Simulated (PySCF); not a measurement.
PySCF input file for H4OSiTe, SMILES [SiH3]O[TeH], PBE0-D3(BJ)/def2-SVP. Geometry optimised at PBE0-D3(BJ)/def2-SVP. The def2 effective core potentials stand for the cores of Te; spin–orbit coupling is left out.

```python
import numpy as np
from pyscf import gto, scf, dft, df
from pyscf.hessian import thermo

mol = gto.M(
    atom='''
    Te   -0.60868161    0.14899889    0.64962606
    H    -1.72591132   -0.77973141   -0.17960232
    O     0.98147296   -0.65058504   -0.26109475
    Si    1.47326475   -0.12874238   -1.77371073
    H     0.42279848   -0.40317692   -2.80375274
    H     2.70953279   -0.89550544   -2.09911818
    H     1.76753331    1.33754540   -1.77737333
    ''',
    basis='def2-SVP',
    ecp={'Te': 'def2-svp'},
    charge=0,
    spin=0,
    max_memory=1600,
    verbose=3,
)
mf = dft.RKS(mol, xc='pbe0').density_fit(auxbasis='def2-universal-jkfit')
mf.disp = 'd3bj'
mf.grids.level = 3
mf.conv_tol = 1e-11
mf.max_cycle = 100
mf.kernel()

# [left out here: the lines that compute and print the analytic Hessian (its translational invariance restored by hand, since the grid's response is missing), thermochemistry and intensities]
```

Program output:

```
converged SCF energy = -634.788537275359

WARN: DFTD3 does not support analytical Hessian, using finite difference


WARN: Mole.unit (angstrom) is changed to Bohr

Mode                                 0                   1                   2
Irrep
Freq [cm^-1]                      116.1008            137.0308            142.2667
Reduced mass [au]                   1.1380              1.3786              3.5943
Force const [Dyne/A]                0.0090              0.0153              0.0429
Char temp [K]                     167.0431            197.1568            204.6901
Normal mode                   x     y     z       x     y     z       x     y     z
       0  Te                -0.00 -0.00  0.01   -0.00  0.01  0.01    0.02  0.00 -0.03
       1   H                -0.09  0.45 -0.38   -0.02 -0.46  0.56    0.00 -0.01  0.01
       2   O                -0.04  0.00 -0.04   -0.08 -0.05 -0.07    0.01 -0.11  0.06
       3  Si                 0.03 -0.01 -0.02    0.04  0.01 -0.01   -0.08  0.03  0.07
       4   H                 0.23 -0.38 -0.13    0.22 -0.11 -0.16   -0.04 -0.11  0.07
       5   H                 0.26  0.26  0.20    0.18  0.16  0.15    0.06  0.27  0.03
       6   H                -0.35  0.06 -0.13   -0.13  0.04  0.03   -0.35  0.09  0.15
Mode                                 3                   4                   5
Irrep
Freq [cm^-1]                      503.2548            693.5217            717.8583
Reduced mass [au]                   5.6751              1.0501              1.2137
Force const [Dyne/A]                0.8468              0.2976              0.3685
Char temp [K]                     724.0716            997.8234           1032.8383
Normal mode                   x     y     z       x     y     z       x     y     z
       0  Te                -0.03  0.01  0.02   -0.00  0.01  0.01   -0.00  0.00  0.00
       1   H                 0.03 -0.01 -0.02    0.65 -0.35 -0.44    0.29 -0.17 -0.18
       2   O                 0.14 -0.13  0.00   -0.00 -0.00 -0.02   -0.03 -0.07 -0.03
       3  Si                 0.04  0.01 -0.06   -0.03 -0.02 -0.00    0.01  0.04  0.02
       4   H                -0.05  0.04  0.01    0.20  0.15 -0.28   -0.20 -0.26  0.31
       5   H                 0.06  0.15 -0.31    0.02 -0.00  0.12   -0.07 -0.15  0.13
       6   H                -0.07  0.03  0.04   -0.02 -0.01  0.25    0.15  0.01 -0.63
Mode                                 6                   7                   8
Irrep
Freq [cm^-1]                      723.7401            914.1996            934.6929
Reduced mass [au]                   1.3090             11.9195              1.0531
Force const [Dyne/A]                0.4040              5.8694              0.5421
Char temp [K]                    1041.3009           1315.3297           1344.8149
Normal mode                   x     y     z       x     y     z       x     y     z
       0  Te                 0.00  0.00  0.00    0.01 -0.00 -0.00    0.00 -0.00  0.00
       1   H                 0.17 -0.11 -0.10    0.07 -0.04 -0.05    0.00  0.01 -0.01
       2   O                -0.07  0.05 -0.04   -0.11 -0.03  0.18    0.00  0.00  0.00
       3  Si                 0.04 -0.03  0.03    0.03  0.03 -0.08   -0.02 -0.03 -0.02
       4   H                -0.28 -0.04  0.35    0.02 -0.05 -0.04   -0.23  0.23  0.15
       5   H                 0.06  0.27 -0.59    0.02  0.03 -0.11    0.43  0.57  0.28
       6   H                -0.21  0.02  0.17    0.05  0.02 -0.00    0.46 -0.11 -0.05
Mode                                 9                  10                  11
Irrep
Freq [cm^-1]                      947.4156            984.4665           2114.0807
Reduced mass [au]                   1.0645              1.0834              1.0162
Force const [Dyne/A]                0.5629              0.6186              2.6759
Char temp [K]                    1363.1201           1416.4281           3041.6914
Normal mode                   x     y     z       x     y     z       x     y     z
       0  Te                -0.00  0.00 -0.00    0.00 -0.00 -0.00   -0.01 -0.00 -0.00
       1   H                -0.01  0.01  0.00   -0.02  0.01  0.01    0.65  0.56  0.50
       2   O                 0.01  0.00 -0.01   -0.01  0.00  0.02   -0.00  0.00  0.00
       3  Si                -0.03  0.02  0.02   -0.01 -0.02  0.04    0.00  0.00 -0.00
       4   H                 0.29 -0.58 -0.14    0.28  0.38 -0.37   -0.02 -0.01 -0.01
       5   H                -0.04  0.14 -0.36    0.02  0.21 -0.39    0.00 -0.00  0.00
       6   H                 0.56 -0.11  0.14   -0.03 -0.01 -0.60    0.00  0.00  0.00
Mode                                12                  13                  14
Irrep
Freq [cm^-1]                     2219.1334           2225.4395           2254.7912
Reduced mass [au]                   1.0426              1.0357              1.0422
Force const [Dyne/A]                3.0250              3.0223              3.1219
Char temp [K]                    3192.8389           3201.9120           3244.1425
Normal mode                   x     y     z       x     y     z       x     y     z
       0  Te                 0.00  0.00  0.00    0.00 -0.00 -0.00   -0.00  0.00  0.00
       1   H                -0.02 -0.01 -0.01   -0.00 -0.00 -0.00    0.00  0.00  0.00
       2   O                -0.00 -0.00  0.00   -0.00 -0.00  0.00    0.00 -0.00 -0.00
       3  Si                 0.02  0.01  0.02   -0.00 -0.03  0.00    0.03 -0.02 -0.01
       4   H                -0.68 -0.18 -0.67   -0.10 -0.04 -0.10   -0.01 -0.02 -0.02
       5   H                 0.03 -0.01  0.00    0.04 -0.04 -0.01   -0.81  0.50  0.21
       6   H                -0.01 -0.13  0.01    0.19  0.95  0.00    0.02  0.04  0.00
temperature 298.1500 [K]
pressure 101325.00 [Pa]
Rotational constants [GHz] 26.27269 1.73335 1.68750
Symmetry number 1
Zero-point energy (ZPE) 0.03560 [Eh]   93476.154 [J/mol]
                           tot       elec      trans        rot        vib
Entropy [J/mol/K]       326.434      0.000    173.210    108.112     45.112
Cv [J/mol/K]             71.880      0.000     12.472     12.472     46.937
Cp [J/mol/K]             80.194      0.000     20.786     12.472     46.937
Internal energy [J/mol]                      3718.434   3718.434 100715.065
Internal energy [Eh]   -634.74734  -634.78854
Enthalpy [J/mol]                             6197.391   3718.434 100715.065
Enthalpy [Eh]          -634.74640
Gibbs free energy [J/mol]                  -45445.276 -28515.210  87264.937
Gibbs free energy [Eh] -634.78347
mode   freq/cm-1   IR/(km/mol)
   1      116.10         1.100
   2      137.03         1.168
   3      142.27         1.095
   4      503.25        13.407
   5      693.52        25.186
   6      717.86        55.785
   7      723.74        44.784
   8      914.20       277.033
   9      934.69        74.760
  10      947.42       136.229
  11      984.47       236.668
  12     2114.08        60.678
  13     2219.13       119.893
  14     2225.44        99.552
  15     2254.79       129.041
max |gradient| / (hartree/bohr): 5.448383495932733e-05
APT charges: [ 0.5237 -0.1041 -0.9954  1.407  -0.2808 -0.2747 -0.2759]
```

The calculation finished and met its thresholds.

Cost: very roughly 40 core-seconds.
